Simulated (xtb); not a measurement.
xtb input for Ge(OH)4 (GeH4O4), SMILES [Ge]([OH])([OH])([OH])[OH], GFN2-xTB. 

```
$ xtb mol.xyz --gfn 2 --sp --chrg 0 --uhf 0 --json
$ cat mol.xyz
9

O     -1.08665527     0.95086212    -0.93734312
Ge     0.00000000     0.00000000     0.00026088
O      1.08665528    -0.95086212    -0.93734312
O     -0.95020223    -1.08715722     0.93749443
O      0.95020223     1.08715722     0.93749444
H     -1.83329385     0.48433384    -1.30771019
H      1.83329386    -0.48433383    -1.30771018
H     -0.48441871    -1.83693819     1.30232553
H      0.48441871     1.83693818     1.30232554
```

Program output:

```
[banner left out]
          |                Calculation Setup                |
           -------------------------------------------------



           -------------------------------------------------
          |                 G F N 2 - x T B                 |
           -------------------------------------------------

        Reference                      10.1021/acs.jctc.8b01176
      * Hamiltonian:
        H0-scaling (s, p, d)           1.850000    2.230000    2.230000
        zeta-weighting                 0.500000
      * Dispersion:
        s8                             2.700000
        a1                             0.520000
        a2                             5.000000
        s9                             5.000000
      * Repulsion:
        kExp                           1.500000    1.000000
        rExp                           1.000000
      * Coulomb:
        alpha                          2.000000
        third order                    shell-resolved
        anisotropic                    true
        a3                             3.000000
        a5                             4.000000
        cn-shift                       1.200000
        cn-exp                         4.000000
        max-rad                        5.000000


          ...................................................
          :                      SETUP                      :
          :.................................................:
          :  # basis functions                  30          :
          :  # atomic orbitals                  29          :
          :  # shells                           15          :
          :  # electrons                        32          :
          :  max. iterations                   250          :
          :  Hamiltonian                  GFN2-xTB          :
          :  restarted?                      false          :
          :  GBSA solvation                  false          :
          :  PC potential                    false          :
          :  electronic temp.          300.0000000     K    :
          :  accuracy                    1.0000000          :
          :  -> integral cutoff          0.2500000E+02      :
          :  -> integral neglect         0.1000000E-07      :
          :  -> SCF convergence          0.1000000E-05 Eh   :
          :  -> wf. convergence          0.1000000E-03 e    :
          :  Broyden damping             0.4000000          :
          :  net charge                          0          :
          :  unpaired electrons                  0          :
          ...................................................

 iter      E             dE          RMSdq      gap      omega  full diag
   1    -19.1830575 -0.191831E+02  0.815E+00    7.21       0.0  T
   2    -19.0865420  0.965155E-01  0.841E+00   11.94       1.0  T
   3    -20.4083435 -0.132180E+01  0.305E+00    8.58       1.0  T
   4    -20.4153495 -0.700605E-02  0.801E-01    8.12       1.0  T
   5    -20.4233385 -0.798896E-02  0.171E-01    8.27       1.0  T
   6    -20.4233690 -0.305191E-04  0.334E-02    8.27       1.0  T
   7    -20.4233668  0.215152E-05  0.205E-02    8.27       1.6  T
   8    -20.4233699 -0.301491E-05  0.193E-03    8.27      17.3  T
   9    -20.4233699 -0.468448E-07  0.350E-04    8.27      95.3  T
  10    -20.4233699 -0.275882E-09  0.559E-05    8.27     596.1  T

   *** convergence criteria satisfied after 10 iterations ***

         #    Occupation            Energy/Eh            Energy/eV
      -------------------------------------------------------------
         1        2.0000           -0.7257857             -19.7496
       ...           ...                  ...                  ...
        10        2.0000           -0.5161834             -14.0461
        11        2.0000           -0.4897192             -13.3259
        12        2.0000           -0.4895791             -13.3221
        13        2.0000           -0.4856578             -13.2154
        14        2.0000           -0.4664772             -12.6935
        15        2.0000           -0.4645900             -12.6421
        16        2.0000           -0.4645509             -12.6411 (HOMO)
        17                         -0.1606464              -4.3714 (LUMO)
        18                          0.0039754               0.1082
        19                          0.0349662               0.9515
        20                          0.0354354               0.9642
        21                          0.1315249               3.5790
       ...                                ...                  ...
        29                          0.9052269              24.6325
      -------------------------------------------------------------
                  HL-Gap            0.3039045 Eh            8.2697 eV
             Fermi-level           -0.3125986 Eh           -8.5062 eV

 SCC (total)                   0 d,  0 h,  0 min,  0.011 sec
 SCC setup                      ...        0 min,  0.000 sec (  1.332%)
 Dispersion                     ...        0 min,  0.000 sec (  0.477%)
 classical contributions        ...        0 min,  0.000 sec (  0.192%)
 integral evaluation            ...        0 min,  0.002 sec ( 20.836%)
 iterations                     ...        0 min,  0.006 sec ( 56.420%)
 molecular gradient             ...        0 min,  0.002 sec ( 19.246%)
 printout                       ...        0 min,  0.000 sec (  1.310%)

         :::::::::::::::::::::::::::::::::::::::::::::::::::::
         ::                     SUMMARY                     ::
         :::::::::::::::::::::::::::::::::::::::::::::::::::::
         :: total energy             -20.331897860016 Eh    ::
         :: gradient norm              0.000131813486 Eh/a0 ::
         :: HOMO-LUMO gap              8.269661887363 eV    ::
         ::.................................................::
         :: SCC energy               -20.423364709633 Eh    ::
         :: -> isotropic ES            0.082934795793 Eh    ::
         :: -> anisotropic ES         -0.009101141958 Eh    ::
         :: -> anisotropic XC         -0.002797045916 Eh    ::
         :: -> dispersion             -0.004464855461 Eh    ::
         :: repulsion energy           0.091466849617 Eh    ::
         :: add. restraining           0.000000000000 Eh    ::
         :: total charge              -0.000000000000 e     ::
         :::::::::::::::::::::::::::::::::::::::::::::::::::::

           -------------------------------------------------
          |                Property Printout                |
           -------------------------------------------------

    * Orbital Energies and Occupations

         #    Occupation            Energy/Eh            Energy/eV
      -------------------------------------------------------------
         1        2.0000           -0.7257857             -19.7496
       ...           ...                  ...                  ...
         4        2.0000           -0.6872768             -18.7018
         5        2.0000           -0.6448923             -17.5484
         6        2.0000           -0.5768329             -15.6964
         7        2.0000           -0.5767214             -15.6934
         8        2.0000           -0.5708748             -15.5343
         9        2.0000           -0.5232943             -14.2396
        10        2.0000           -0.5161834             -14.0461
        11        2.0000           -0.4897192             -13.3259
        12        2.0000           -0.4895791             -13.3221
        13        2.0000           -0.4856578             -13.2154
        14        2.0000           -0.4664772             -12.6935
        15        2.0000           -0.4645900             -12.6421
        16        2.0000           -0.4645509             -12.6411 (HOMO)
        17                         -0.1606464              -4.3714 (LUMO)
        18                          0.0039754               0.1082
        19                          0.0349662               0.9515
        20                          0.0354354               0.9642
        21                          0.1315249               3.5790
        22                          0.1320873               3.5943
        23                          0.1464617               3.9854
        24                          0.1607797               4.3750
        25                          0.2522209               6.8633
        26                          0.3128801               8.5139
        27                          0.6831154              18.5885
       ...                                ...                  ...
        29                          0.9052269              24.6325
      -------------------------------------------------------------
                  HL-Gap            0.3039045 Eh            8.2697 eV
             Fermi-level           -0.3125986 Eh           -8.5062 eV

     #   Z          covCN         q      C6AA      α(0)
     1   8 O        1.588    -0.452    21.921     6.318
     2  32 Ge       3.160     0.475   195.736    26.750
     3   8 O        1.588    -0.452    21.921     6.318
     4   8 O        1.588    -0.452    21.916     6.318
     5   8 O        1.588    -0.452    21.916     6.318
     6   1 H        0.814     0.333     0.629     1.245
     7   1 H        0.814     0.333     0.629     1.245
     8   1 H        0.814     0.333     0.628     1.244
     9   1 H        0.814     0.333     0.628     1.244

 Mol. C6AA /au·bohr⁶  :       1254.458545
 Mol. C8AA /au·bohr⁸  :      51261.360366
 Mol. α(0) /au        :         56.999333


Wiberg/Mayer (AO) data.
largest (>0.10) Wiberg bond orders for each atom

 ---------------------------------------------------------------------------
     #   Z sym  total        # sym  WBO       # sym  WBO       # sym  WBO
 ---------------------------------------------------------------------------
     1   8 O    2.199 --     2 Ge   1.099     6 H    0.865
     2  32 Ge   4.462 --     4 O    1.100     5 O    1.100     1 O    1.099
                             3 O    1.099
     3   8 O    2.199 --     2 Ge   1.099     7 H    0.865
     4   8 O    2.200 --     2 Ge   1.100     8 H    0.865
     5   8 O    2.200 --     2 Ge   1.100     9 H    0.865
     6   1 H    0.889 --     1 O    0.865
     7   1 H    0.889 --     3 O    0.865
     8   1 H    0.889 --     4 O    0.865
     9   1 H    0.889 --     5 O    0.865
 ---------------------------------------------------------------------------

Topologies differ in total number of bonds
Writing topology from bond orders to xtbtopo.mol

molecular dipole:
                 x           y           z       tot (Debye)
 q only:       -0.000      -0.000      -0.006
   full:       -0.000       0.000      -0.007       0.018
molecular quadrupole (traceless):
                xx          xy          yy          xz          yz          zz
 q only:       -0.315       0.011      -0.275       0.000      -0.000       0.590
  q+dip:       -0.482       0.013      -0.438       0.000      -0.000       0.920
   full:       -0.393       0.011      -0.342       0.000      -0.000       0.735


           -------------------------------------------------
          | TOTAL ENERGY              -20.331897860016 Eh   |
          | GRADIENT NORM               0.000131813486 Eh/α |
          | HOMO-LUMO GAP               8.269661887363 eV   |
           -------------------------------------------------

------------------------------------------------------------------------
------------------------------------------------------------------------
 total:
 SCF:
Note: The following floating-point exceptions are signalling: IEEE_DENORMAL
normal termination of xtb
```

The run converged.

Cost: roughly 0.06 core-seconds.
